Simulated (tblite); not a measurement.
# Reproducing measurements on C10H8

**The experiment to reproduce.**

From CRC Handbook of Chemistry and Physics, for the gas at 298.15 K: standard entropy 333.1 J/(mol K).

How close the calculation comes is told at the end.

C₁₀H₈.
Numbering: `[cH:1]1[cH:2][cH:3][c:4]2[cH:5][cH:6][cH:7][cH:8][c:9]2[cH:10]1` (hydrogens: H11 on C1; H12 on C2; H13 on C3; H14 on C5; H15 on C6; H16 on C7; H17 on C8; H18 on C10)

Geometry (GFN2-xTB, Å), atoms numbered from 1 in this order:
```xyz
18
C10H8 angstrom
C      2.2573    1.1051   -0.0497
C      2.4981   -0.2752    0.0414
C      1.4545   -1.1563    0.0878
C      0.1211   -0.6977    0.0441
C     -0.9782   -1.5806    0.0878
C     -2.2583   -1.1044    0.0461
C     -2.4991    0.2759   -0.0415
C     -1.4557    1.1569   -0.0875
C     -0.1223    0.6981   -0.0471
C      0.9771    1.5810   -0.0919
H      3.0947    1.7871   -0.0850
H      3.5170   -0.6333    0.0745
H      1.6358   -2.2197    0.1602
H     -0.7886   -2.6427    0.1557
H     -3.0954   -1.7864    0.0802
H     -3.5177    0.6346   -0.0718
H     -1.6363    2.2206   -0.1553
H      0.7872    2.6432   -0.1596
```

GFN2-xTB wavenumbers (cm⁻¹, harmonic, unscaled, at the method's own geometry): 157, 166, 348, 356, 434, 449, 485, 502, 584, 586, 724, 729, 780, 801, 808, 871, 882, 896, 912, 922, 927, 931, 1074, 1084, 1138, 1173, 1180, 1180, 1229, 1229, 1260, 1354, 1361, 1402, 1434, 1452, 1512, 1569, 1611, 1615, 3065, 3066, 3068, 3070, 3077, 3079, 3086, 3090. Point group D2h, symmetry number 4. Entropy at 298.15 K and 1 bar in J/(mol K): translation 169.4, rotation 109.4, vibration 58.6.

## Comparison

**Standard entropy at 298.15 K.** Measured: 333.1 J/(mol K) (298.15 K; CRC Handbook of Chemistry and Physics).

```tsv
level	computed (J/(mol K))	computed − measured (J/(mol K))	% (from the printed values)
GFN2-xTB, rigid rotor and harmonic oscillator	337.4	+4.3	+1
```

Ideal gas at 1 bar, most abundant isotopes; table values of this kind come from calorimetry or from spectroscopic constants.

No measured geometry was used, and the causes of the misses weren't examined.
